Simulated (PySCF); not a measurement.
## Which determinant of PbO lies lowest?

Unrestricted PBE0; basis Pb def2-SVP with ECP60, O def2-SVP; scalar-relativistic core potentials; PySCF 2.14. Outer shells of the fragments: Pb 5d10 6s2 6p2; O 2s2 2p4.

Followed along the bond (rough minima from three points):

```tsv
2Ms+1	unpaired	⟨S²⟩ at the start	R at minimum (Å)	Te (eV)
1	none	0.00	1.93	0.00
3	π ↑↑	2.01	none in the scan	≤ 1.70
5	σ ↑, π ↑↑↑	6.01	none in the scan	≤ 4.92
```

Solutions found at the starting distance of 1.995 Å, counted from the lowest of them; the search is not exhaustive and high or unbound solutions are not listed, so other states can lie among these:

| 2Ms+1 | unpaired | term | E (eV) | ⟨S²⟩ | ⟨Lz²⟩ | μ (D) |
| --- | --- | --- | --- | --- | --- | --- |
| 1 | none | ¹Σ⁺ | 0.00 | 0.00 | 0.00 | -4.65 |
| 3 | π ↑↑ | mixed | 1.92 | 2.01 | 2.01 | -2.16 |
| 3 | π ↑↑ | mixed | 2.19 | 2.00 | 2.00 | -2.25 |
| 1 | π ↑↓ | mixed | 2.26 | 1.01 | 2.01 | -2.30 |
| 3 | σ ↑, π ↑ | ³Π | 2.43 | 2.01 | 1.01 | -3.37 |
| 1 | σ ↓, π ↑ | mixed | 2.59 | 1.02 | 1.00 | -3.36 |
| 3 | σ ↑, π ↑ | ³Π | 4.81 | 2.01 | 1.02 | -1.54 |
| 3 | σ ↑↑ | ³Σ⁺ | 4.93 | 2.01 | 0.00 | -2.26 |
| 1 | σ ↓, π ↑ | mixed | 4.99 | 1.01 | 1.01 | -1.56 |
| 5 | σ ↑, π ↑↑↑ | ⁵Π | 5.48 | 6.01 | 1.00 | -0.09 |

A term symbol is given only where ⟨S²⟩ and ⟨Lz²⟩ are close to those of a pure state; real π, δ and φ orbitals otherwise mix terms. A positive dipole means Pb(−)O(+).

The measured ground state is X ¹Σ+ (Huber and Herzberg, Constants of Diatomic Molecules (1979)).

Spin–orbit coupling is left out, which matters for elements this heavy, above all for dissociation energies. Counting both spins, an empty level lies below a filled one in some of these solutions, because spin and occupation are held.
